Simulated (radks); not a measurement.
Results of a calculation; reference values are marked as such.
Q: The mean radii <r> (bohr) of the occupied orbitals of an atom or ion are listed with their occupations. Level of theory: Dirac Kohn-Sham, LB94 model potential, spin-unpolarised, spherical densities, finite nucleus; Fermi nuclear charge, rms radius of each element as measured or else 0.836 A^(1/3) + 0.57 fm (a radial shooting solver on a logarithmic mesh with Libxc functionals).

| orbital | occ. | <r> |
|---|---|---|
| 1s1/2 | 2 | 0.02777 |
| 2s1/2 | 2 | 0.1190 |
| 2p1/2 | 2 | 0.1003 |
| 2p3/2 | 4 | 0.1059 |
| 3s1/2 | 2 | 0.3177 |
| 3p1/2 | 2 | 0.3070 |
| 3p3/2 | 4 | 0.3179 |
| 3d3/2 | 4 | 0.2864 |
| 3d5/2 | 6 | 0.2898 |
| 4s1/2 | 1 | 0.6584 |

Name the element and its charge. Open shells, if any, fill j = l - 1/2 first.

A: Z = 52, tellurium, charge +23: Te23+ in [Ar] 3d10 4s1. The 1s radius gives Z: for a bare nucleus <r> = (2 gamma + 1)/(2Z) with gamma = sqrt(1 - (Z/c)^2), 0.02741 bohr for Z = 52, and screening makes it slightly larger (0.02777 here). The occupations add up to 29, and the charge is Z minus that.
